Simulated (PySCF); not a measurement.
(2S)-2-fluoro-1-methoxypropane (C4H9FO), SMILES COC[C@H](C)F. Geometry: PBE-D3(BJ)/def2-SVP. One conformer was computed; it need not be the lowest.

Question: Give the equilibrium geometry at PBE-D3(BJ)/def2-SVP (PySCF confirms it by a frequency run) as bond lengths and angles. (Estimate from the structure and the level; the computed values follow.)

Answer: Several could match; the one computed here: 
Atoms: C1 O2 C3 C4 C5 F6 H7 H8 H9 H10 H11 H12 H13 H14 H15. Bond lengths (Å): C1–O2 1.405, C1–H7 1.118, C1–H8 1.107, C1–H9 1.119, O2–C3 1.406, C3–C4 1.523, C3–H10 1.119, C3–H11 1.122, C4–C5 1.519, C4–F6 1.399, C4–H12 1.116, C5–H13 1.107, C5–H14 1.106, C5–H15 1.108. Angles (°): O2–C1–H7 112.2, O2–C1–H8 107.8, O2–C1–H9 112.2, H7–C1–H8 108.5, H7–C1–H9 107.5, H8–C1–H9 108.5, C1–O2–C3 113.0, O2–C3–C4 110.3, O2–C3–H10 111.2, O2–C3–H11 111.2, C4–C3–H10 108.4, C4–C3–H11 108.7, H10–C3–H11 106.9, C3–C4–C5 113.9, C3–C4–F6 109.0, C3–C4–H12 107.2, C5–C4–F6 108.9, C5–C4–H12 110.5, F6–C4–H12 107.1, C4–C5–H13 110.1, C4–C5–H14 109.6, C4–C5–H15 110.7, H13–C5–H14 109.3, H13–C5–H15 108.6, H14–C5–H15 108.5.
